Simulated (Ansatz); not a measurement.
Species: C6H6N (charge 0, doublet). It need not be the lowest isomer of its formula. 
Coordinates optimised at B3LYP-D3(BJ)/def2-TZVP (Ansatz, a quantum-chemistry and plane-wave program):
SMILES: N#CC1=CCC[CH]1
```xyz
13

C     -1.6058    -1.0273     0.4474
C     -1.8045     0.5104     0.5634
C     -0.4746     1.0876     0.1830
C      0.4134     0.0627    -0.1225
C     -0.1808    -1.1870     0.0113
C      1.7676     0.2679    -0.5239
N      2.8603     0.4335    -0.8478
H     -2.2961    -1.4759    -0.2737
H     -1.7914    -1.5368     1.3980
H     -2.0946     0.8105     1.5751
H     -2.5993     0.8714    -0.0966
H     -0.2424     2.1407     0.1512
H      0.3094    -2.1305    -0.1711
```
Charge 0, spin multiplicity 2.

Total electronic energies in hartree. Cores are frozen in the correlated levels unless marked. UHF or UKS for open shells. No spin-orbit coupling. No relativistic terms. CBS(X,Y): correlation extrapolated as X^-3; Hartree-Fock from the larger set.

The UHF reference is spin-contaminated (<S^2> 0.32 over the pure value in the largest basis). 

| level | program | energy (Eh) |
|---|---|---|
| HF/6-31G | Ansatz | -284.99649 |
| RI-HF/cc-pVTZ | Ansatz | -285.20622 |
| PBE/def2-TZVPD | Ansatz | -286.66484 |
| B3LYP/def2-TZVPD | Ansatz | -287.03928 |
| PBE0-D4/def2-TZVPD | Ansatz + dftd4 | -286.69840 |
| PBE0/def2-QZVPP | Ansatz | -286.70500 |
| CAM-B3LYP-D4/def2-TZVPD | Ansatz + dftd4 | -286.88608 |
| LC-wPBE/def2-TZVPD | Ansatz | -286.82760 |
| MP2/STO-3G | Ansatz | -281.97172 |
| MP2/cc-pVDZ | Ansatz | -286.02720 |
| RI-MP2/cc-pVQZ | Ansatz | -286.38527 |
| SCS-MP2/cc-pwCVTZ | Ansatz | -286.29965 |
| CCSD/6-31G | Ansatz | -285.65183 |
| CCSD/CBS(cc-pVTZ,cc-pVQZ) | Ansatz | -286.4684 |
| CCSD(T)/CBS(cc-pVTZ,cc-pVQZ) | Ansatz | -286.5339 |

Totals of different functionals don't rank their quality; only differences between species are comparable.
